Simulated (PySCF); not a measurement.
Which basis set comes closest?

Molecule: SMILES C=COC(=O)C=C, C5H6O2.

Bonds (- single, = double, # triple, : aromatic): C1=C2 1.329 Å, C2-O3 1.367 Å, O3-C4 1.356 Å, C4=O5 1.202 Å, C4-C6 1.478 Å, C6=C7 1.335 Å. C1 carries H8, H9; C2 carries H10; C6 carries H11; C7 carries H12, H13. H12 is cis to C4; H8 is cis to O3; H13 is trans to C4; H9 is trans to O3.

Geometry PBE0-D3(BJ)/def2-SVP throughout; GIAO in PySCF 2.14, gas phase, one conformer, non-relativistic; equivalent atoms averaged; functional PBE0.

Reference values (measured; solution, not stated per compound (mostly CDCl3 or CCl4); Pretsch, Buehlmann, Badertscher, Structure Determination of Organic Compounds, 4th ed. (2009)): δ(H10) = 7.39 ppm, δ(H9) = 4.62 ppm, δ(H8) = 4.96 ppm. Computed shifts are taken against TMS, calculated as an isolated molecule at each level.

**Question.** How do the basis sets STO-3G, pcSseg-0, 6-31G, 6-31G*, cc-pVDZ, def2-SVP, pcSseg-1, aug-cc-pVDZ, 6-311+G(2d,p), def2-TZVP, cc-pVTZ, IGLO-III perform against the reference? Times are CPU seconds on shared hosts with different chips, so compare them loosely.

**Answer.** 
```tsv
basis set	functions	H10	H9	H8	mean abs. error H	core-s
STO-3G	41	6.77	4.70	4.89	0.26	5.6
pcSseg-0	75	7.94	5.00	5.39	0.45	5
6-31G	75	8.12	4.97	5.32	0.48	10
6-31G*	110	7.65	4.50	4.79	0.18	15
cc-pVDZ	128	7.64	4.58	4.88	0.12	12
def2-SVP	128	7.48	4.51	4.89	0.09	11
pcSseg-1	149	7.81	4.78	5.16	0.26	9.8
aug-cc-pVDZ	215	8.15	4.80	5.14	0.37	26
6-311+G(2d,p)	225	8.03	4.64	5.07	0.26	42
def2-TZVP	253	8.05	4.69	5.04	0.27	31
cc-pVTZ	294	8.04	4.70	5.01	0.26	39
IGLO-III	305	8.07	4.69	5.07	0.29	42
```

For 1H the closest is def2-SVP (0.09 ppm) and the furthest 6-31G (0.48 ppm). Where a smaller basis beats a larger one, errors probably cancel. One molecule is a small sample, and vibrational and solvent effects are absent from the calculation.

A small basis that lands close on one nucleus may do so by chance; judge by the trend and by all nuclei.
